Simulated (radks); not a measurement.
Task: Si3+, configuration [Ne] 3s1 (the NIST ground configuration). Calculated with a radial shooting solver on a logarithmic mesh with Libxc functionals: Dirac Kohn-Sham, LDA (Slater exchange, Perdew-Zunger correlation), spin-unpolarised, spherical densities, finite nucleus; Fermi nuclear charge, rms radius 3.1224 fm. Some entries of the table are withheld. Estimate them.

orbital  occ.  eigenvalue (hartree)  <1/r> (bohr^-1)  r(max) (bohr)
1s1/2       2                   (1)            13.60        0.07284
2s1/2       2              -6.43585            2.582            (2)
2p1/2       2                   (3)            2.480            (4)
2p3/2       4                   (5)            2.467            (6)
3s1/2       1              -1.45874           0.7485          1.624

Result: 
(1) 1s1/2 eigenvalue (hartree): -66.73853
(2) 2s1/2 r(max) (bohr): 0.4552
(3) 2p1/2 eigenvalue (hartree): -4.86949
(4) 2p1/2 r(max) (bohr): 0.3849
(5) 2p3/2 eigenvalue (hartree): -4.84548
(6) 2p3/2 r(max) (bohr): 0.3866
